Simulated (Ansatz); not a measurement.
Ansatz results at the PBE0-D4/def2-TZVP geometry: ideal-gas entropy at 298 K and 1 bar (rigid rotor, harmonic PBE0-D4/def2-TZVP) 382 J/(mol·K); size of the dipole moment (B3LYP/def2-TZVPP) 0.18 D; zero-point energy (PBE0-D4/def2-TZVP) 7.9 kJ/mol.

(1) Which molecule gave them?
A. `[O]B(Cl)Cl`•
B. `C[Se][SiH]F`•
C. `O[SiH](F)[S]`•
D. `I[Si](I)I`•

Answers

(1) D. The others give `[O]B(Cl)Cl`•: 296, 0.85, 22.8; `O[SiH](F)[S]`•: 316, 1.14, 72.4; `C[Se][SiH]F`•: 352, 1.52, 128.6.

B3LYP here is the variant with VWN-RPA as its local correlation; programs differ in this.
